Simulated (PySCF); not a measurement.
PySCF input for CH5FN2Si2, SMILES F[Si@@H]1C=N[SiH2]N1, TDA-PBE/def2-SVPD. The structure is a stationary point at r2SCAN-D4/def2-SVP. The structure was generated by enumeration; whether it is a known compound was not checked.

```python
import numpy as np
from pyscf import gto, scf, dft, tdscf

mol = gto.M(
    atom='''
    F    -2.02528509    1.21164129   -0.31659005
    Si   -1.02283713   -0.04168821   -0.60914437
    C    -0.56583966   -0.93300659    1.02022733
    N     0.66446803   -0.89176542    1.38468542
    Si    1.72786776   -0.02611600    0.25726594
    N     0.58642028    0.43996715   -0.98802953
    H    -1.71252593   -0.82504016   -1.66785030
    H    -1.29486732   -1.45638295    1.67476347
    H     2.36877416    1.11976503    0.96152601
    H     2.79073847   -0.94423043   -0.24065635
    H     0.84383713    0.91100329   -1.85012943
    ''',
    basis='def2-SVPD',
    charge=0,
    spin=0,
    max_memory=1600,
    verbose=4,
)
mf = dft.RKS(mol, xc='pbe').density_fit(auxbasis='def2-universal-jkfit')
mf.grids.level = 3
mf.conv_tol = 1e-9
mf.max_cycle = 100
mf.kernel()
mf.grids = dft.Grids(mol).set(level=1).build(with_non0tab=True)  # coarser grid for the response kernel
td = tdscf.TDA(mf)
td.singlet = True
td.nstates = 10
td.conv_tol = 1e-4
td.positive_eig_threshold = 1e-6
td.kernel(x0=td.get_init_guess(mf, 15))
td.analyze()
tt = tdscf.TDA(mf)
tt.singlet = False
tt.nstates = 4
tt.conv_tol = 1e-4
tt.positive_eig_threshold = 1e-6
tt.kernel(x0=tt.get_init_guess(mf, 9))
tt.analyze(verbose=3)
```

Output:

```
PySCF version 2.14.0

[INPUT] verbose = 4
[INPUT] num. atoms = 11
[INPUT] num. electrons = 62
[INPUT] charge = 0
[INPUT] spin (= nelec alpha-beta = 2S) = 0
[INPUT] symmetry False subgroup None
[INPUT] Mole.unit = angstrom
[INPUT] Symbol           X                Y                Z      unit          X                Y                Z       unit  Magmom
[INPUT]  1 F     -2.025285090000   1.211641290000  -0.316590050000 AA   -3.827234144265   2.289670199315  -0.598268488262 Bohr   0.0
[INPUT]  2 Si    -1.022837130000  -0.041688210000  -0.609144370000 AA   -1.932882045736  -0.078779299523  -1.151116029621 Bohr   0.0
[INPUT]  3 C     -0.565839660000  -0.933006590000   1.020227330000 AA   -1.069281987817  -1.763126927514   1.927950238496 Bohr   0.0
[INPUT]  4 N      0.664468030000  -0.891765420000   1.384685420000 AA    1.255662595229  -1.685192411158   2.616676212478 Bohr   0.0
[INPUT]  5 Si     1.727867760000  -0.026116000000   0.257265940000 AA    3.265196845866  -0.049352087469   0.486162167779 Bohr   0.0
[INPUT]  6 N      0.586420280000   0.439967150000  -0.988029530000 AA    1.108173723091   0.831417417305  -1.867105214683 Bohr   0.0
[INPUT]  7 H     -1.712525930000  -0.825040160000  -1.667850300000 AA   -3.236204988916  -1.559099944167  -3.151780283774 Bohr   0.0
[INPUT]  8 H     -1.294867320000  -1.456382950000   1.674763470000 AA   -2.446944602450  -2.752164907986   3.164844281726 Bohr   0.0
[INPUT]  9 H      2.368774160000   1.119765030000   0.961526010000 AA    4.476334413347   2.116049230565   1.817020820546 Bohr   0.0
[INPUT] 10 H      2.790738470000  -0.944230430000  -0.240656350000 AA    5.273731393588  -1.784336911180  -0.454774591637 Bohr   0.0
[INPUT] 11 H      0.843837130000   0.911003290000  -1.850129430000 AA    1.594621069439   1.721546716678  -3.496237917698 Bohr   0.0

nuclear repulsion = 368.662680525422
number of shells = 73
number of NR pGTOs = 257
number of NR cGTOs = 171
basis = def2-SVPD
ecp = {}


[settings echo left out]
init E= -829.062476034469
  HOMO = -0.275498304676696  LUMO = -0.141602166164754  gap/eV = 3.64350
cycle= 1 E= -828.510124881394  delta_E= 0.552  |g|= 0.755  |ddm|= 4.97
  HOMO = -0.128921010747689  LUMO = -0.0476818359703732  gap/eV = 2.21063
cycle= 2 E= -828.053732452266  delta_E= 0.456  |g|= 1.65  |ddm|= 3.99
  HOMO = -0.214320099274138  LUMO = -0.0933100356925887  gap/eV = 3.29285
cycle= 3 E= -828.612730272696  delta_E= -0.559  |g|= 0.249  |ddm|= 3.06
  HOMO = -0.208955147633584  LUMO = -0.0990460278105072  gap/eV = 2.99078
cycle= 4 E= -828.624740753855  delta_E= -0.012  |g|= 0.122  |ddm|= 0.427
  HOMO = -0.214967337124999  LUMO = -0.101325668152491  gap/eV = 3.09235
cycle= 5 E= -828.628061628239  delta_E= -0.00332  |g|= 0.0347  |ddm|= 0.246
  HOMO = -0.211661027283524  LUMO = -0.0982680390352866  gap/eV = 3.08558
cycle= 6 E= -828.62833366655  delta_E= -0.000272  |g|= 0.00949  |ddm|= 0.0939
  HOMO = -0.21267512754458  LUMO = -0.0993353823418497  gap/eV = 3.08413
cycle= 7 E= -828.628361186283  delta_E= -2.75e-05  |g|= 0.00208  |ddm|= 0.0226
  HOMO = -0.212543063905026  LUMO = -0.0992130635847595  gap/eV = 3.08387
cycle= 8 E= -828.628362115033  delta_E= -9.29e-07  |g|= 0.00087  |ddm|= 0.00355
  HOMO = -0.212511912155061  LUMO = -0.0991691457142796  gap/eV = 3.08421
cycle= 9 E= -828.628362273703  delta_E= -1.59e-07  |g|= 0.000284  |ddm|= 0.00122
  HOMO = -0.21253005248838  LUMO = -0.0991893493332507  gap/eV = 3.08416
cycle= 10 E= -828.628362291957  delta_E= -1.83e-08  |g|= 3.92e-05  |ddm|= 0.000385
  HOMO = -0.212530910397734  LUMO = -0.0991893397889512  gap/eV = 3.08418
cycle= 11 E= -828.628362292303  delta_E= -3.46e-10  |g|= 2.07e-05  |ddm|= 0.000112
  HOMO = -0.212530563926882  LUMO = -0.099189584307835  gap/eV = 3.08417
Extra cycle  E= -828.628362292142  delta_E= 1.61e-10  |g|= 3.6e-05  |ddm|= 7.84e-05
converged SCF energy = -828.628362292142
tot grids = 45904
Overwritten attributes  positive_eig_threshold  of <class 'pyscf.tdscf.rks.TDA'>


******** <class 'pyscf.tdscf.rks.TDA'> for <class 'pyscf.df.df_jk.DFRKS'> ********
nstates = 10 singlet
deg_eia_thresh = 1.000e-03
wfnsym = None
conv_tol = 0.0001
eigh lindep = 1e-12
eigh level_shift = 0
eigh max_cycle = 100


Excitation energies (eV)
[3.4176955  4.30694375 5.14262096 5.58034347 5.99656544 6.06563217
 6.1917122  6.25659059 6.30011673 6.43928176]

** Singlet excitation energies and oscillator strengths **
Excited State   1:      3.41770 eV    362.77 nm  f=0.0011
      31 -> 32       -0.70529
Excited State   2:      4.30694 eV    287.87 nm  f=0.0240
      30 -> 32        0.70215
Excited State   3:      5.14262 eV    241.09 nm  f=0.0012
      31 -> 33        0.70401
Excited State   4:      5.58034 eV    222.18 nm  f=0.0156
      31 -> 34       -0.69923
Excited State   5:      5.99657 eV    206.76 nm  f=0.0118
      28 -> 32        0.42551
      31 -> 35       -0.54760
Excited State   6:      6.06563 eV    204.40 nm  f=0.0168
      28 -> 32       -0.53173
      31 -> 35       -0.38114
      31 -> 36       -0.24238
Excited State   7:      6.19171 eV    200.24 nm  f=0.0330
      26 -> 32       -0.22396
      29 -> 32        0.37197
      31 -> 35       -0.17043
      31 -> 36        0.49832
Excited State   8:      6.25659 eV    198.17 nm  f=0.0541
      26 -> 32        0.19412
      28 -> 32       -0.15916
      29 -> 32       -0.38712
      30 -> 33       -0.28384
      31 -> 36        0.39143
      31 -> 37       -0.15735
Excited State   9:      6.30012 eV    196.80 nm  f=0.0232
      26 -> 32       -0.11060
      29 -> 32        0.20872
      30 -> 33       -0.62336
      31 -> 37        0.19149
Excited State  10:      6.43928 eV    192.54 nm  f=0.0925
      29 -> 32       -0.12727
      30 -> 33        0.11493
      31 -> 36        0.14845
      31 -> 37        0.65226

** Transition electric dipole moments (AU) **
state          X           Y           Z        Dip. S.      Osc.
  1        -0.0771     -0.0165     -0.0826      0.0130      0.0011
  2         0.4496      0.1147     -0.1090      0.2272      0.0240
  3         0.0812     -0.0357      0.0379      0.0093      0.0012
  4         0.0789     -0.0952      0.3138      0.1138      0.0156
  5        -0.0681     -0.1725      0.2140      0.0802      0.0118
  6        -0.0085     -0.1340      0.3087      0.1133      0.0168
  7         0.3021     -0.1386      0.3276      0.2178      0.0330
  8        -0.4697     -0.0955      0.3514      0.3532      0.0541
  9         0.1857      0.3397      0.0137      0.1501      0.0232
 10        -0.7207     -0.2072     -0.1551      0.5864      0.0925

** Transition velocity dipole moments (imaginary part, AU) **
state          X           Y           Z        Dip. S.      Osc.
  1        -0.0014      0.0096      0.0086      0.0002      0.0009
  2         0.0232     -0.0144      0.0144      0.0010      0.0040
  3         0.0063      0.0066     -0.0125      0.0002      0.0008
  4         0.0267     -0.0108      0.0486      0.0032      0.0104
  5        -0.0159     -0.0195      0.0519      0.0033      0.0101
  6        -0.0096     -0.0430      0.0268      0.0027      0.0080
  7        -0.0026     -0.0243      0.0246      0.0012      0.0035
  8        -0.0200     -0.0082      0.0557      0.0036      0.0104
  9        -0.0087      0.0554     -0.0020      0.0031      0.0091
 10        -0.0911     -0.0216     -0.0393      0.0103      0.0290

** Transition magnetic dipole moments (imaginary part, AU) **
state          X           Y           Z
  1         0.8719      0.1296      0.0635
  2         0.1926     -0.0165     -0.0954
  3         0.2169     -0.0128      0.0257
  4        -0.1142      0.1636      0.1110
  5        -0.2818     -0.2013      0.1398
  6         0.1854     -0.3056     -0.3931
  7         0.6418     -0.2768     -0.2528
  8        -0.0191      0.5417      0.2981
  9        -0.7616     -0.2018     -0.0286
 10        -0.0862      0.7156      0.3737


******** <class 'pyscf.tdscf.rks.TDA'> for <class 'pyscf.df.df_jk.DFRKS'> ********
nstates = 4 triplet
deg_eia_thresh = 1.000e-03
wfnsym = None
conv_tol = 0.0001
eigh lindep = 1e-12
eigh level_shift = 0
eigh max_cycle = 100


Excitation energies (eV)
[2.69659307 4.08801912 4.65374601 5.00514755]

** Triplet excitation energies and oscillator strengths **
Excited State   1:      2.69659 eV    459.78 nm  f=0.0000
Excited State   2:      4.08802 eV    303.29 nm  f=0.0000
Excited State   3:      4.65375 eV    266.42 nm  f=0.0000
Excited State   4:      5.00515 eV    247.71 nm  f=0.0000
```

The calculation finished and met its thresholds.

Cost: around 40 core-seconds (rough).
